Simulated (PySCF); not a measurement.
Species: CH₇AlClSi (charge -1).
Cartesian coordinates in Å at the PBE0-D3(BJ)/def2-SVP level; atoms count from 1:
```xyz
11
CH7AlClSi angstrom
Si    -1.545   -0.258    0.497
C     -0.092   -0.469   -0.620
Al     1.523    0.629   -0.074
Cl     3.277   -0.334   -1.041
H     -1.921    1.187    0.697
H     -1.304   -0.825    1.868
H     -2.835   -0.913    0.041
H      0.205   -1.534   -0.633
H     -0.364   -0.189   -1.654
H      1.720    0.576    1.544
H      1.380    2.149   -0.644
```

Method used: PBE0-D3(BJ)/def2-SVP geometry optimisation, gas phase (PySCF).

Masses are those of the commonest isotopes; rigid-rotor values at the optimised geometry. The values belong to one conformer with, in the numbering `[SiH3:1][CH2:2][AlH2-:3][Cl:4]`, Si1–C2–Al3–Cl4 159°.

Question: What are A, B and C (MHz)?

Answer: Ia = 46.85, Ib = 459.80, Ic = 485.43 u·Å²; 505379 MHz·u·Å²/I gives A = 10786, B = 1099, C = 1041 MHz.

Question: Classify the top.

Answer: A near-prolate asymmetric top: κ = (2 × 1099 − 10786 − 1041)/(10786 − 1041) = -0.99.

Question: What does the inertial defect say?

Answer: Not planar: Δ = Ic − Ia − Ib = -21.22 u·Å². For a rigid frame Δ = −2 Σ m c², so Σ m c² = 10.61 u·Å² lies off the ab plane: 8.59 from hydrogen and 2.02 from heavier atoms. The atom farthest from that plane is 1.59 Å away.

Question: Give the other two planar moments, Paa and Pbb, and the rms extents of the mass along the axes.

Answer: Paa = Σ m a² = (Ib + Ic − Ia)/2 = 449.19 and Pbb = Σ m b² = (Ia + Ic − Ib)/2 = 36.25 u·Å². With the mass M = 108.98 u, the rms extents √(P/M) along a, b and c are 2.03, 0.58, 0.31 Å.

Question: List the rotational levels J(Ka,Kc) to J = 3 (MHz).

Answer: Above 0(0,0):
J = 1: 1(0,1) 2140, 1(1,1) 11827, 1(1,0) 11885
J = 2: 2(0,2) 6420, 2(1,2) 16050, 2(1,1) 16224, 2(2,1) 45285, 2(2,0) 45285
J = 3: 3(0,3) 12840, 3(1,3) 22383, 3(1,2) 22731, 3(2,2) 51705, 3(2,1) 51707, 3(3,1) 100285, 3(3,0) 100285
Those of J = 1 are B + C, A + C and A + B.

Question: Predict some low-J microwave lines.

Answer: The dipole components (about the centre of mass, as the species is charged) are |μa| = 1.51 D, |μb| = 2.54 D, |μc| = 0.19 D. Intensities carry the squares of the components, which stand as 0.35 : 1.00 : 0.01 (a : b : c). Some lines, for components of 0.1 D or more:

```csv
type,branch,"J(Ka,Kc)",MHz,lower level (cm⁻¹)
a,R,"2(1,2) ← 1(1,1)",4222,0.395
a,R,"4(0,4) ← 3(0,3)",8558,0.428
a,R,"4(1,3) ← 3(1,2)",8676,0.758
c,Q,"5(1,5) ← 5(0,5)",9288,1.071
c,Q,"4(1,4) ← 4(0,4)",9429,0.714
c,Q,"1(1,1) ← 1(0,1)",9687,0.071
b,Q,"3(1,2) ← 3(0,3)",9891,0.428
b,Q,"4(1,3) ← 4(0,4)",10009,0.714
a,R,"5(3,3) ← 4(3,2)",10702,3.631
b,R,"2(1,2) ← 1(0,1)",13909,0.071
c,R,"4(1,3) ← 3(0,3)",18568,0.428
b,Q,"4(2,2) ← 4(1,3)",28862,1.048
b,Q,"2(2,0) ← 2(1,1)",29061,0.541
b,Q,"3(2,2) ← 3(1,3)",29322,0.747
c,R,"2(2,0) ← 1(1,0)",33400,0.396
c,R,"2(2,1) ← 1(1,1)",33457,0.395
b,R,"5(2,3) ← 4(1,4)",40148,1.028
b,Q,"4(3,2) ← 4(2,3)",48581,2.010
c,R,"3(3,0) ← 2(2,0)",55000,1.511
c,R,"3(3,1) ← 2(2,1)",55001,1.511
c,R,"4(3,1) ← 3(2,1)",57140,1.725
c,Q,"5(4,2) ← 5(3,2)",68011,3.988
c,Q,"4(4,1) ← 4(3,1)",68011,3.631
c,R,"4(4,0) ← 3(3,0)",76573,3.345
c,R,"4(4,1) ← 3(3,1)",76573,3.345
c,Q,"5(5,1) ← 5(4,1)",87443,6.256
b,R,"5(5,0) ← 4(4,1)",98145,5.899
```

Question: Estimate the classical rotational partition function at 10 K, 298.15 K and 500 K.

Answer: Point group C1, symmetry number σ = 1; q = (√π/σ)·√((kT/h)³/(ABC)), k/h = 20836.6 MHz/K: 1520 at 10 K, 247000 at 298.15 K, 537000 at 500 K.

No PBE0-D3(BJ)/def2-SVP frequencies stand behind this structure, so it isn't proved a minimum. The geometry's basis has no diffuse functions, a weakness for an anion. Constants of a rigid frame at the computed geometry: no zero-point averaging, no centrifugal distortion. A rigid rotor knows nothing of internal rotation, which can split or shift real lines. Quadrupole hyperfine structure (27Al, 35Cl) is left out.
